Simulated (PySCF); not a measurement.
Species: H$_{2}$BF, SMILES `BF` (charge 0, multiplicity 1).

Task: Estimate the LUMO, HOMO and dipole moment that ωB97X-D3(BJ)/def2-TZVP // B3LYP-D3(BJ)/def2-TZVP in PySCF returns for this input.

Result: 
LUMO: 1.01 eV
HOMO: -11.98 eV
dipole moment: 0.78 D
